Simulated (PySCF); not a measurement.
Si(AsH2)(H)2(OH) (AsH5OSi), SMILES [AsH2][SiH2]O.

The structure is a stationary point at PBE0-D3(BJ)/def2-SVP. One conformer was computed; it need not be the lowest.

All values below come from PySCF 2.14.0 with PBE0-D3(BJ)/def2-SVP.

Frequencies are harmonic and unscaled.

### Question
List the normal modes with their intensities. (Estimate from the structure and the level; the computed values follow.)

### Answer

| mode | ν (cm⁻¹) | IR (km/mol) | moving atoms (share of kinetic energy) |
|---|---|---|---|
| 1 | 146 | 3.0 | H 84 % |
| 2 | 160 | 16.8 | H 45 %, O 32 %, Si 14 %, As 9 % |
| 3 | 239 | 120.7 | H 64 %, O 29 % |
| 4 | 352 | 9.9 | Si 58 %, As 29 %, H 10 % |
| 5 | 415 | 19.3 | H 93 % |
| 6 | 575 | 42.8 | H 89 % |
| 7 | 673 | 34.4 | H 88 %, Si 9 % |
| 8 | 759 | 35.1 | H 96 % |
| 9 | 826 | 119.6 | H 55 %, O 37 %, Si 8 % |
| 10 | 891 | 342.0 | H 86 %, Si 11 % |
| 11 | 901 | 15.0 | H 56 %, O 27 %, Si 17 % |
| 12 | 939 | 67.9 | H 80 %, Si 14 % |
| 13 | 997 | 42.7 | H 96 % |
| 14 | 2204 | 104.2 | H 97 % |
| 15 | 2206 | 59.4 | H 98 % |
| 16 | 2226 | 109.8 | H 99 % |
| 17 | 2265 | 118.2 | H 97 % |
| 18 | 3931 | 96.7 | H 94 % |
